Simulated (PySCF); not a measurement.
# Excitation energy of Nb by level of theory

Nb [Kr] 4d4 5s1 (6D) → Nb [Kr] 4d3 5s1 5p1 (high-spin determinant), as a difference of total energies. All numbers are calculated (PySCF 2.14, a scalar-relativistic core potential, in def2-QZVPPD with the def2 core potential (28 electrons)). Correlated levels: valence: 4s2 4p6 frozen; valence and next inner shell: nothing frozen outside the core potential. The calculations carry no spin-orbit coupling.

| method | excitation energy (eV) |
| --- | --- |
| UHF | 1.498 |
| LDA | 2.862 |
| PBE | 2.737 |
| PBE0 | 2.557 |
| r2SCAN | 2.539 |
| MN15 | 2.674 |
| PBEsol | 2.799 |
| B2PLYP | 2.314 |
| B3LYP | 2.531 |
| MP2 (valence) | 2.024 |
| SCS-MP2 (valence) | 1.673 |
| MP2 (valence and next inner shell) | 2.365 |
| SCS-MP2 (valence and next inner shell) | 2.017 |

How much does correlation contribute at MP2 (valence and next inner shell)?

2.365 − (1.498) = 0.867 eV, measured against UHF.

The determinant of the upper state mixes LS terms, which raises its energy above the lowest term, most at the Hartree-Fock and MP2 levels.
